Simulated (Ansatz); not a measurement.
Gas-phase electronic energies from Ansatz, PBE0-D4/def2-TZVP geometries. CBS: MP2 limit from def2 TZ/QZ plus the TZ coupled-cluster correction, frozen cores. DFT in def2-TZVPP. One conformer a species, not always the lowest.

`COB(C)OC` + `CN[SiH](S)Cl` → `COB(C)S` + `CN[SiH](Cl)OC`  (redistribution)

`COB(C)OC`:

```xyz
15

C    -1.611   -0.308   -1.209
O    -0.255   -0.289   -0.833
B     0.141    0.138    0.404
C    -0.851    0.644    1.511
O     1.474    0.119    0.674
C     2.399   -0.329   -0.296
H    -2.198   -0.967   -0.562
H    -2.051    0.694   -1.177
H    -1.669   -0.681   -2.232
H    -1.430    1.507    1.164
H    -0.322    0.934    2.419
H    -1.583   -0.127    1.774
H     2.357    0.287   -1.198
H     3.395   -0.256    0.142
H     2.205   -1.366   -0.580
```

`CN[SiH](S)Cl`:

Cartesian coordinates in Å:
```
C -0.720 -1.475 -0.066
N -0.765 -0.104 -0.537
Si 0.376 1.101 -0.213
S 0.563 1.236 1.901
Cl 2.275 0.755 -0.967
H -0.275 -2.156 -0.798
H -0.121 -1.526 0.845
H -1.723 -1.835 0.180
H -1.356 0.035 -1.342
H -0.100 2.335 -0.870
H 1.845 1.633 1.868
```

`COB(C)S`:

```xyz
12

C     1.753   -0.739    0.823
O     0.828    0.297    0.567
B    -0.303    0.105   -0.150
C    -1.271    1.314   -0.382
S    -0.647   -1.566   -0.814
H     2.570   -0.318    1.408
H     1.286   -1.549    1.391
H     2.154   -1.146   -0.110
H    -1.414    1.507   -1.449
H    -2.263    1.110    0.033
H    -0.887    2.224    0.083
H    -1.807   -1.240   -1.402
```

`CN[SiH](Cl)OC`:

```xyz
14

C    -0.872   -2.158    1.191
N     0.000   -1.326    0.391
Si   -0.293    0.303    0.061
Cl    0.012    1.579    1.671
O     0.752    0.727   -1.109
C     1.067    2.038   -1.521
H    -1.893   -1.770    1.144
H    -0.899   -3.181    0.806
H    -0.583   -2.194    2.248
H     0.950   -1.657    0.326
H    -1.718    0.491   -0.284
H     0.216    2.508   -2.024
H     1.364    2.662   -0.673
H     1.898    1.978   -2.226
```

Question: Is it downhill or uphill in electronic energy at CCSD(T)/CBS, and by how much? (Best estimate.)

Answer: Ansatz gave: Uphill: ΔE = +13.4 kJ/mol.

Question: What do these levels give: PBE0-D4, ωB97M-V, PBE0, MP2/def2-TZVPP, HF/def2-QZVPP, CCSD/CBS(def2)? (An estimate is asked.)

Answer: The calculation gave: PBE0-D4 17.5, ωB97M-V 15.6, PBE0 17.0, MP2/def2-TZVPP 11.2, HF/def2-QZVPP 10.8, CCSD/CBS(def2) 13.5 kJ/mol.

Largest T1 diagnostic among the species: 0.012.
